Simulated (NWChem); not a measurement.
## Correlation energy of trimethylsulfonium (C3H9S (+1))

```xyz
13

C     -0.0049    -0.8600     1.4183
S     -0.4903     0.1607     0.0000
C     -0.0049    -0.8600    -1.4183
C      0.7603     1.4741     0.0000
H      1.0577    -1.1602     1.3418
H     -0.6727    -1.7430     1.4255
H     -0.1877    -0.2572     2.3287
H      1.0577    -1.1602    -1.3418
H     -0.1877    -0.2572    -2.3287
H     -0.6727    -1.7430    -1.4255
H      1.7806     1.0449     0.0000
H      0.5833     2.0901    -0.9026
H      0.5833     2.0901     0.9026
```
Charge +1, spin multiplicity 1.

Program: NWChem. The geometry was optimised at PBE/def2-SVP, a minimum by its harmonic frequencies.

Basis set: 6-31G*. Each correlation energy counts from its own Hartree-Fock reference.

```csv
method,correlation energy (mHa),difference from CCSD(T)
MP2,-512.1,+75.6
SCS-MP2,-513.5,+74.2
CR-CCSD[T],-583.9,+3.8
CR-CCSD(T),-583.4,+4.3
CCSD,-571.3,+16.4
CCSD+T(CCSD),-588.4,-0.7
CCSD(T),-587.7,0.0
```

The values span 76.3 mHa, from CCSD+T(CCSD) (lowest) to MP2 (highest). 

The correlated methods keep 8 core orbitals frozen. The Pople sets run with spherical d functions. No row is a measurement; the coupled-cluster row has its own basis-set and correlation limits.
